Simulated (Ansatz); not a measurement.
Start from `C[O][SnH]([CH3])[SH]` and change one atom or group to get `C=C[CH2][SnH]([CH3])[O]C`.

Ansatz, PBE0-D4/def2-TZVP geometries, multiplicity 1. Each molecule was computed in one conformer, which needn't be the lowest.

Elements past krypton have def2 core potentials.

```json
{"property": "LUMO energy (PBE0/def2-TZVPP) / eV", "`C[O][SnH]([CH3])[SH]`": "-0.31"}
{"property": "HOMO–LUMO gap (B3LYP/def2-TZVPP) / eV", "`C[O][SnH]([CH3])[SH]`": "6.51"}
{"property": "HOMO energy (PBE/def2-TZVPP) / eV", "`C[O][SnH]([CH3])[SH]`": "-5.94"}
{"property": "HOMO–LUMO gap (ωB97M-V/def2-TZVPP) / eV", "`C[O][SnH]([CH3])[SH]`": "11.15"}
{"property": "size of the dipole moment (PBE/def2-TZVPP) / D", "`C[O][SnH]([CH3])[SH]`": "1.45"}
{"property": "HOMO energy (ωB97M-V/def2-TZVPP) / eV", "`C[O][SnH]([CH3])[SH]`": "-9.62"}
```

Task: What does the change do to each property? (An estimate is asked.)

Result: Computed: 
```tsv
property	`C=C[CH2][SnH]([CH3])[O]C`	shift
LUMO energy (PBE0/def2-TZVPP) / eV	-0.05	0.26
HOMO–LUMO gap (B3LYP/def2-TZVPP) / eV	6.18	-0.33
HOMO energy (PBE/def2-TZVPP) / eV	-5.54	0.40
HOMO–LUMO gap (ωB97M-V/def2-TZVPP) / eV	10.36	-0.79
size of the dipole moment (PBE/def2-TZVPP) / D	1.64	0.19
HOMO energy (ωB97M-V/def2-TZVPP) / eV	-8.84	0.78
```

With PBE0 the HOMO rises by 0.69 eV and the LUMO rises by 0.26 eV, so the gap narrows by about 0.43 eV. PBE moves the HOMO by 0.40 eV and ωB97M-V by 0.78 eV. Dipoles are sizes alone; their direction can turn.

B3LYP here is the variant with VWN-RPA as its local correlation; programs differ in this.
